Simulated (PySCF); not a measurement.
# Simulated absorption spectrum

C3LiN.
SMILES: `N#CC#[C][Li]`

Computed with PySCF, TDDFT CAM-B3LYP/def2-SVPD, vertical, gas phase, core orbitals frozen in the response. Geometry: PBE0-D3(BJ)/def2-SVP; no solvent, vibrations or thermal averaging.

Computed states:

```csv
state,E (eV),f
S1,4.57,0.0000
S2,4.76,0.0000
S3,4.76,0.0000
S4,4.90,0.011
S5,4.90,0.011
S6,6.22,0.326
S7,6.33,0.240
S8,6.59,0.0000
S9,6.62,0.0000
S10,6.62,0.0000
```

Each state is given a Gaussian of 0.3 eV full width at half maximum, with ε(max) = 2.175×10⁸ f / Δν̃ (Δν̃ the width in cm⁻¹). The cross-section is σ = 3.8235×10⁻²¹ ε cm², given in Mb (10⁻¹⁸ cm²). The width is an assumption, not a result. The curve ends short of the highest state used, and states not computed would add to its high-energy end.

Task: Give the broadened spectrum and its maxima.

Result: 
| λ (nm) | σ (Mb) |
| --- | --- |
| 205.8 | 41.16 |
| 209.1 | 9.62 |
| 212.4 | 1.42 |
| 215.7 | 0.14 |
| 219.0 | 0.01 |
| 222.3 | 0.00 |
| 225.5 | 0.00 |
| 228.8 | 0.00 |
| 232.1 | 0.02 |
| 235.4 | 0.13 |
| 238.7 | 0.55 |
| 242.0 | 1.68 |
| 245.3 | 3.70 |
| 248.6 | 6.05 |
| 251.9 | 7.46 |
| 255.2 | 7.11 |
| 258.4 | 5.40 |
| 261.7 | 3.27 |
| 265.0 | 1.62 |
| 268.3 | 0.66 |
| 271.6 | 0.23 |
| 274.9 | 0.07 |
| 278.2 | 0.02 |
| 281.5 | 0.00 |
| 284.8 | 0.00 |
| 288.1 | 0.00 |
| 291.4 | 0.00 |
| 294.6 | 0.00 |
| 297.9 | 0.00 |
| 301.2 | 0.00 |

Maxima: 253 nm (4.90 eV), ε about 2000, made up of S4 (50%) and S5 (50%) (ε in L mol⁻¹ cm⁻¹; maxima over ε = 5, shares over 10%). At its high-energy end, 6.02 eV, the curve is still rising (ε about 10000, from S6 and S7).

Task: On this curve, what absorbance would a 10⁻⁵ mol/L sample give at 280 nm over a 1 cm path?

Result: 280 nm is 4.428 eV, where ε is about 1.9 L mol⁻¹ cm⁻¹, so A = ε c l ≈ 1.9e-05 (Beer–Lambert, with the gas-phase spectrum and the assumed width).

Task: Coming from long wavelengths, where does ε first pass 100 L mol⁻¹ cm⁻¹?

Result: At about 270 nm (4.59 eV), 0.03 eV above S1.

Task: What would ε be at 4.90 eV, the highest of these maxima, with half the width (0.15 eV)?

Result: About 3950 L mol⁻¹ cm⁻¹ against 1970, a factor of about 2.00; a lone state at its own centre would give exactly 2.

All these states lie below the vertical ionisation energy of 9.44 eV (ΔSCF).
